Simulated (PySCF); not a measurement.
## r2SCAN on B (boron, neutral)

Configuration: [He] 2s2 3s1, 2S determinant (an excited configuration). All numbers are calculated (PySCF 2.14, the spin-free X2C one-electron Hamiltonian (Gaussian nucleus), in dyall-av3z (15s9p3d2f, 71 functions)).

| Property | Result |
| --- | --- |
| Total energy | -24.4426 hartree |
| One-electron energy | -31.2216 hartree |
| Hartree (Coulomb) energy | 10.4373 hartree |
| Exchange-correlation energy | -3.6583 hartree |
| ⟨S²⟩ | 0.7503 |
| ⟨L²⟩ | 0.000 |
| Sum of ⟨r⟩ | 10.40 bohr |
| Sum of ⟨r²⟩ | 49.67 bohr² |
| Langevin diamagnetic susceptibility | -39.3 ×10⁻⁶ cm³/mol |

```csv
shell,electrons,mean orbital energy (eV),"rms radius, mean of both spins (bohr)"
1s α,1,-191.58,0.381
1s β,1,-191.53,0.381
2s α,1,-14.868,1.97
2s β,1,-14.795,1.97
3s α,1,-1.946,6.45
```

The outer electron is Rydberg-like, and this basis confines it to a smaller radius and binds it less than a complete one would.
